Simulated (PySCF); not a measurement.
Delta-SCF ions had no search for a lower state. Excitations are Tamm–Dancoff values on a coarser integration grid. The basis has no diffuse functions, so Rydberg states are missing or too high.

Z-matrix (Å, degrees):
```
C
C 1 1.4199
C 2 1.3791 1 120.31
H 2 1.0944 3 120.53 1 179.97
C 1 1.4207 2 123.34 4 0.04
C 5 1.3794 1 120.46 2 179.98
H 6 1.0926 5 120.03 1 -179.98
H 5 1.0934 6 120.62 7 0.01
C 6 1.4183 7 119.58 5 -180.00
C 9 1.3790 6 120.45 7 -179.99
H 10 1.0915 9 122.06 6 179.98
H 9 1.0927 10 120.05 11 -0.02
C 10 1.4210 11 117.46 9 -179.99
N 13 1.3628 10 119.06 11 -0.04
C 14 1.3110 13 118.41 10 179.99
H 15 1.0990 14 116.59 13 179.95
C 3 1.5042 2 123.07 4 -0.37
H 17 1.0997 3 111.49 2 4.13
H 17 1.1026 18 108.02 3 -122.52
H 17 1.1032 18 107.87 19 -115.17
```
Charge 0, spin multiplicity 1.

Problem. Estimate the total energy, T1 excitation (TDA), dipole moment, S1 oscillator strength, vertical ionisation energy (Delta-SCF), LUMO, HOMO–LUMO gap and HOMO that TPSSh-D3(BJ)/def2-TZVP // B3LYP-D3(BJ)/def2-SVP run with PySCF returns for this input.

Solution. 
The total energy comes out as -441.4610 Ha and the T1 excitation (TDA) comes out as 3.06 eV. The dipole moment comes out as 0.445 e·Å and the S1 oscillator strength comes out as 0.001. The vertical ionisation energy (Delta-SCF) is 8.15 eV and the LUMO is -1.85 eV. The HOMO–LUMO gap is 4.25 eV and the HOMO is -6.11 eV.
